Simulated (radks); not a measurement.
Charge is removed step by step from the 1s1/2 level of Be, starting from [He] 2s2. Method: Dirac Kohn-Sham, PBE, spin-unpolarised, spherical densities, finite nucleus; Fermi nuclear charge, rms radius 2.519 fm; computed with a radial shooting solver on a logarithmic mesh with Libxc functionals.

| removed (e) | E - E(0) (eV) | eigenvalue (eV) | E minus straight line (eV) |
|---|---|---|---|
| 0 | 0.000 | -106.21 | 0.000 |
| 0.1 | 10.832 | -110.43 | -1.997 |
| 0.2 | 22.089 | -114.73 | -3.567 |
| 0.3 | 33.780 | -119.10 | -4.704 |
| 0.4 | 45.911 | -123.54 | -5.401 |
| 0.5 | 58.489 | -128.04 | -5.651 |
| 0.6 | 71.521 | -132.60 | -5.448 |
| 0.7 | 85.011 | -137.21 | -4.786 |
| 0.8 | 98.965 | -141.87 | -3.660 |
| 0.9 | 113.39 | -146.58 | -2.066 |
| 1 | 128.28 | -151.31 | 0.000 |

Removing the whole electron costs 128.28 eV by Delta-SCF, against 106.21 eV from minus the eigenvalue at the starting occupation. Slater's transition state (half an electron removed) gives 128.04 eV. Integrating minus the eigenvalue over the occupation (Janak's theorem) gives 128.28 eV. The mean slope of the eigenvalue, de/dn, is 45.1 eV per electron.
